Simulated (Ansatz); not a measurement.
Start from `OC(O)(O)I` and change one element to get `OC(O)(O)F`.

Ansatz, PBE0-D4/def2-TZVP geometries, multiplicity 1. Each molecule was computed in one conformer, which needn't be the lowest.

Elements past krypton have def2 core potentials.

```json
{"property": "LUMO energy (PBE0/def2-TZVPP) / eV", "`OC(O)(O)I`": "-1.40"}
{"property": "HOMO–LUMO gap (ωB97M-V/def2-TZVPP) / eV", "`OC(O)(O)I`": "10.00"}
{"property": "LUMO energy (B3LYP/def2-TZVPP) / eV", "`OC(O)(O)I`": "-1.68"}
{"property": "HOMO–LUMO gap (PBE/def2-TZVPP) / eV", "`OC(O)(O)I`": "3.80"}
{"property": "HOMO energy (PBE/def2-TZVPP) / eV", "`OC(O)(O)I`": "-6.05"}
{"property": "LUMO energy (PBE/def2-TZVPP) / eV", "`OC(O)(O)I`": "-2.25"}
```

(1) What does the change do to each property? (An estimate is asked.)

Results:

(1) Computed: 
| property | `OC(O)(O)F` | shift |
| --- | --- | --- |
| LUMO energy (PBE0/def2-TZVPP) / eV | 0.65 | 2.05 |
| HOMO–LUMO gap (ωB97M-V/def2-TZVPP) / eV | 13.56 | 3.56 |
| LUMO energy (B3LYP/def2-TZVPP) / eV | 0.21 | 1.89 |
| HOMO–LUMO gap (PBE/def2-TZVPP) / eV | 6.89 | 3.09 |
| HOMO energy (PBE/def2-TZVPP) / eV | -7.13 | -1.08 |
| LUMO energy (PBE/def2-TZVPP) / eV | -0.23 | 2.02 |

With PBE0 the HOMO falls by 1.77 eV and the LUMO rises by 2.05 eV, so the gap widens by about 3.82 eV. PBE moves the HOMO by -1.08 eV and ωB97M-V by -2.11 eV.

B3LYP here is the variant with VWN-RPA as its local correlation; programs differ in this.

Spin–orbit coupling is left out; it splits and shifts lone-pair levels of the heavy atoms by tenths of an eV.
